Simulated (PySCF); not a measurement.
These 4 structures share the formula C2H10OSi2. Computed with PBE0-D3(BJ)/def2-SVP geometry optimisation, gas phase in PySCF. Energies are electronic, without zero-point or thermal terms, for one conformer each. No frequencies were run at this level. Point groups hold within 0.08 Å.

Task: Order them by energy at this level, lowest first, and give relative energies in kcal/mol.
A. `[CH3:1][SiH:2]([CH3:3])[SiH2:4][OH:5]` with C1–Si2–Si4–O5 60°, Si2–Si4–O5–H 180°
B. `[CH3:1][O:2][CH2:3][SiH2:4][SiH3:5]` with C1–O2–C3–Si4 178°, O2–C3–Si4–Si5 -45°
C. `[CH3:1][CH2:2][SiH2:3][O:4][SiH3:5]` with C1–C2–Si3–O4 59°, C2–Si3–O4–Si5 48°
D. `[CH3:1][SiH2:2][O:3][SiH2:4][CH3:5]` with C1–Si2–O3–Si4 -27°, Si2–O3–Si4–C5 52°

Result: D (0.0), C (12.6), A (24.8), B (78.5).

As drawn, the lowest has an Si–O bond, which the highest lacks; the highest has an Si–Si bond, which the lowest lacks.

| SMILES | E (Eh) | E rel (kcal/mol) | dipole (D) | point group | A, B, C (MHz) |
| --- | --- | --- | --- | --- | --- |
| C[SiH2]O[SiH2]C | -735.81469 | 0.0 | 1.69 | C1 | 4991, 1733, 1374 |
| CC[SiH2]O[SiH3] | -735.79455 | 12.6 | 1.14 | C1 | 4628, 1687, 1368 |
| C[SiH](C)[SiH2]O | -735.77511 | 24.8 | 0.69 | Cs | 3789, 1825, 1632 |
| COC[SiH2][SiH3] | -735.68966 | 78.5 | 1.83 | C1 | 4537, 1608, 1265 |

Task: How do the relative energies change in single points at PBE0/pcSseg-1 (no added dispersion term) on the same geometries?

Result: 
| SMILES | PBE0-D3(BJ)/def2-SVP (kcal/mol) | PBE0/pcSseg-1 (kcal/mol) | shift |
| --- | --- | --- | --- |
| C[SiH2]O[SiH2]C | 0.0 | 0.0 | 0.0 |
| CC[SiH2]O[SiH3] | 12.6 | 13.4 | +0.8 |
| C[SiH](C)[SiH2]O | 24.8 | 24.9 | +0.1 |
| COC[SiH2][SiH3] | 78.5 | 79.6 | +1.1 |

Each column counts from its own lowest isomer. The order is unchanged; the largest shift is 1.1 kcal/mol.
